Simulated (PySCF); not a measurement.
# Bond lengths and vibrations by method: BH3NOSi

Calculated results; nothing here was measured. The program is PySCF 2.14.0, an open-source quantum chemistry code, run on an isolated molecule that a program drew, which may never have been made. The molecule is BH3NOSi (charge 0, doublet), drawn as the SMILES string `O=BN[SiH2]`.

The geometry was optimised and harmonic frequencies were computed with HF and MP2, all in the cc-pV(D+d)Z basis, for the commonest isotopes, with a restricted reference for singlets and an unrestricted one otherwise, and a frozen core in MP2. Each result is a local minimum of its method.

Geometry at the HF minimum:
```xyz
7
BH3NOSi, angstrom
O    -1.6002   -1.1842    2.1721
B    -0.8235   -0.3391    1.8364
N     0.0779    0.6440    1.4473
Si    0.5466    2.0793    2.3418
H     0.5562    0.4534    0.5844
H    -0.4211    2.2247    3.4490
H     0.5250    3.2502    1.4341
```

Lengths of the bonds as drawn, in Å (atoms numbered as above):
| bond | HF | MP2 |
|---|---|---|
| O1-B2 | 1.196 | 1.228 |
| B2-N3 | 1.389 | 1.406 |
| N3-Si4 | 1.755 | 1.764 |
| N3-H5 | 1.005 | 1.019 |
| Si4-H6 | 1.478 | 1.482 |
| Si4-H7 | 1.482 | 1.486 |

Rotational constants, in GHz:
```
constant,HF,MP2
A,31.63,30.11
B,2.777,2.746
C,2.58,2.541
```

Harmonic frequencies in cm^-1, each column in rising order, so a row needn't be the same motion in every method:
```
rank,HF,MP2
1,98,99
2,165,149
3,368,339
4,537,492
5,568,493
6,682,655
7,835,792
8,856,804
9,981,931
10,1086,1020
11,1360,1245
12,2171,?
13,2291,2247
14,2329,2292
15,3790,3626
```

**Estimate the missing MP2 frequency from the HF column.**

A single factor s that minimises the squared misfit of MP2 against s times HF over the other rows is sum(HF x MP2) / sum(HF^2) = 0.9601, with an rms misfit of 31 cm^-1. For rank 12 it gives 0.9601 x 2171 = 2084 cm^-1. The calculation gives 2011 cm^-1, 73 cm^-1 below the estimate. The drawn bonds are on average 1.1 % longer in MP2 than in HF.
